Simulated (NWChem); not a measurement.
CH5Cl2FSi2; SMILES Cl[SiH](Cl)C[SiH2]F

```xyz
11

Si     0.2149    -2.2131     0.0094
F     -0.7413    -3.5260     0.1244
C     -0.8755    -0.6937     0.1391
Si    -0.1226     0.8787    -0.4982
Cl    -1.1524     2.5167     0.2116
Cl     1.8359     0.9884     0.1591
H      1.1978    -2.2678     1.1220
H      0.8902    -2.2690    -1.3169
H     -1.8032    -0.8766    -0.4325
H     -1.1661    -0.5491     1.1935
H     -0.1055     0.9543    -1.9791
```
Atoms are numbered in this order, from 1.

Results from NWChem. The geometry was optimised at PBE0/def2-SVP. Hybrids' shares of exact exchange are those that their runs print; pure functionals count as 0. The functionals differ in more than this share.

| row | share of exact exchange | orbital gap (eV) |
|---|---|---|
| PBE/def2-TZVP | 0.00 | 6.48 |
| BLYP/def2-TZVP | 0.00 | 6.53 |
| TPSSh/def2-TZVP | 0.10 | withheld |
| B3LYP/def2-TZVP | 0.20 | 8.32 |
| Hartree-Fock/def2-TZVP | 1.00 | 15.38 |

Question: Fit a straight line of the last column on the one before it, predict the withheld value, and compare with the run.

Answer: 
1. Means of the 4 shown rows: x = 0.300, y = 9.178. Slope Σ(x − x̄)(y − ȳ)/Σ(x − x̄)² = 6.031/0.6800 = 8.869; intercept 6.517.
2. The shown rows scatter about the line by 0.025 (root mean square); the largest residual is -0.04, at PBE/def2-TZVP.
3. At x = 0.10 (TPSSh/def2-TZVP; inside the shown range) the line gives 7.40.
4. The run gives 7.70, +0.30 from the line, 12.2 times the scatter.
